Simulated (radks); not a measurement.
Numerical settings for neutral iron, [Ar] 3d6 4s2. Calculated with a radial shooting solver on a logarithmic mesh with Libxc functionals: non-relativistic Kohn-Sham, PBEsol, spin-unpolarised, spherical densities, point nucleus. The defaults (mesh step 0.008 in ln r, mesh end at 40 bohr or more with all orbitals vanishing there, Anderson mixing 0.5 over 9 steps, residual threshold near 1e-9 with the energy settled to 1e-9 hartree or 1e-11 of itself, here a cap of 62 iterations) give E = -1262.1293 hartree and 4s at -5.219 eV in 14 iterations. Run on one thread of a shared host, so times are rough (Arm Neoverse V2): 0.07 s of CPU time, 0.07 s wall, 14 iterations on 2669 mesh points. Changes against that run (0 stands for a change within the tolerance of the run):

| setting | iterations | converged | E (mhartree) | e(4s) (meV) | CPU (s) |
|---|---|---|---|---|---|
| mesh step in ln r 0.08 | 14 | yes | -0.0116 | -0.0155 | 0.01 |
| mesh step in ln r 0.005 | 14 | yes | 0 | 0 | 0.11 |
| mesh step in ln r 0.02 | 14 | yes | 0 | 0 | 0.03 |
| mesh end (bohr) 1 | 13 | level above zero | +1.24e+05 | +8.91e+05 | 0.04 |
| mesh end (bohr) 3 | 13 | level above zero | +1.42e+03 | +2.2e+04 | 0.05 |
| residual threshold 0.1 | 9 | yes | +0.000196 | +2.45 | 0.06 |
| residual threshold 0.001 | 9 | yes | +0.000196 | +2.45 | 0.06 |
| mixing 2.5 | 16 | yes | 0 | 0 | 0.08 |
| linear mixing, mixing 0.8 | 62 | no | +2.05e+04 | +1.93e+03 | 0.61 |
| linear mixing, mixing 0.2 | 62 | no | 0 | 0 | 0.22 |
| mixing history 2 | 25 | yes | 0 | 0 | 0.1 |
| iteration cap 8 | 8 | no | +0.000196 | +2.45 | 0.05 |

Settled on a wrong energy, with an occupied level pushed above zero by the early mesh end: mesh end (bohr) 1 (+124 hartree); mesh end (bohr) 3 (+1.42 hartree). Apart from these: no run marked as converged misses the energy by more than 1 mhartree. A mesh that ends early acts as a hard wall.
